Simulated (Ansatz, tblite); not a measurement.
Cost and result up the ladder for the cluster Cu2Sn (the lowest singlet isomer of a short search) (3 atoms). Charge 0, multiplicity 1. Geometry: PBE-D4/def2-TZVP.

```xyz
3

Cu    0.717   -1.175    0.498
Cu    0.073    0.405   -1.404
Sn   -0.789    0.770    0.907
```

Ansatz on 4 threads of Arm Neoverse V1 on a shared host; xTB runs through tblite on one thread. Times are rough, summed over both states, and most runs start from the orbitals of an earlier one. ωB97X-V/def2-TZVP serves as the yardstick here, not as an exact answer. The other state is a triplet at its own geometry.

In the def2 sets Sn takes a core potential; there is no spin–orbit coupling. The xTB rows come from tblite. B3LYP takes the VWN-RPA correlation. Correlated methods freeze 22 core orbitals; core or outer-core shells of Sn are correlated, in sets that lack core-valence functions. At PBE0-D4/def2-TZVP a broken-symmetry singlet of charge 0 lies 0.20 eV below the triplet, each at its own geometry. The structure comes from a short search, and lower isomers may exist.

Run but left out: HF/def2-TZVP, r2SCAN-D4/def2-TZVP (singlet: restricted singlet, unstable towards broken spin symmetry).

Correlated methods converge slowly with the basis.

xTB has no spin-polarisation term.

```json
{"level": "GFN1-xTB", "functions": "27", "wall time": "0.004 s", "triplet − singlet (eV)": "0.65", "difference from ωB97X-V/def2-TZVP (eV)": "0.34", "remarks": "–"}
{"level": "GFN2-xTB", "functions": "27", "wall time": "0.006 s", "triplet − singlet (eV)": "1.14", "difference from ωB97X-V/def2-TZVP (eV)": "0.82", "remarks": "–"}
{"level": "PBE-D4/def2-TZVP", "functions": "140", "wall time": "4.4 s", "triplet − singlet (eV)": "0.38", "difference from ωB97X-V/def2-TZVP (eV)": "0.06", "remarks": "–"}
{"level": "BLYP-D4/def2-TZVP", "functions": "140", "wall time": "4.5 s", "triplet − singlet (eV)": "0.48", "difference from ωB97X-V/def2-TZVP (eV)": "0.16", "remarks": "restricted, untested (singlet)"}
{"level": "B3LYP-D4/def2-TZVP", "functions": "140", "wall time": "7.6 s", "triplet − singlet (eV)": "0.34", "difference from ωB97X-V/def2-TZVP (eV)": "0.03", "remarks": "–"}
{"level": "PBE0-D4/def2-TZVP (with forces)", "functions": "140", "wall time": "8.8 s", "triplet − singlet (eV)": "0.19", "difference from ωB97X-V/def2-TZVP (eV)": "-0.12", "remarks": "–"}
{"level": "RPA@PBE/def2-TZVP", "functions": "140", "wall time": "9.9 s", "triplet − singlet (eV)": "0.27", "difference from ωB97X-V/def2-TZVP (eV)": "-0.04", "remarks": "–"}
{"level": "B97M-V/def2-TZVP", "functions": "140", "wall time": "19 s", "triplet − singlet (eV)": "0.37", "difference from ωB97X-V/def2-TZVP (eV)": "0.06", "remarks": "–"}
{"level": "ωB97X-V/def2-TZVP", "functions": "140", "wall time": "20 s", "triplet − singlet (eV)": "0.31", "difference from ωB97X-V/def2-TZVP (eV)": "0.00", "remarks": "–"}
```
